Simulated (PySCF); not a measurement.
Trend along the alkali metals: MPb cations

CCSD(T) with double-zeta basis sets in PySCF, for the lowest determinant that a PBE0 search found; no spin–orbit coupling. De refers to high-spin ground-configuration atoms (the charge goes to the atom of lower measured ionisation energy or higher electron affinity, which is not always the lowest computed limit).

```csv
M,basis,"reference, frozen orbitals",charged atom,state (unpaired electrons),Re (Å),ωe (cm⁻¹),De (eV)
Li,cc-pVDZ/cc-pVDZ-PP,"UHF, 4",Li+,"triplet (σ ↑, π ↑)",3.084,225,n/a
Na,cc-pVDZ/cc-pVDZ-PP,"UHF, 5",Na+,"triplet (σ ↑, π ↑)",3.471,108,n/a
K,def2-SVP,"UHF, 9",K+,"triplet (σ ↑, π ↑)",4.033,63.1,n/a
Rb,def2-SVP,"UHF, 4",Rb+,"triplet (σ ↑, π ↑)",4.176,41.0,n/a
Cs,def2-SVP,"UHF, 4",Cs+,"triplet (σ ↑, π ↑)",4.410,33.4,n/a
```

The shortest bond is that of LiPb⁺ (3.084 Å), the longest that of CsPb⁺ (4.410 Å).

The rows differ in basis set, which adds steps of its own.

Down a group the atoms grow and get heavier, so bonds lengthen and wavenumbers fall; this series shows no clear exception.

Correlated steps freeze the inner cores (4 to 9 orbitals); shallow outer-core shells are correlated. Spin–orbit coupling is left out, which matters for elements this heavy, above all for dissociation energies. States were picked by a PBE0 search and need not be the measured ground states.
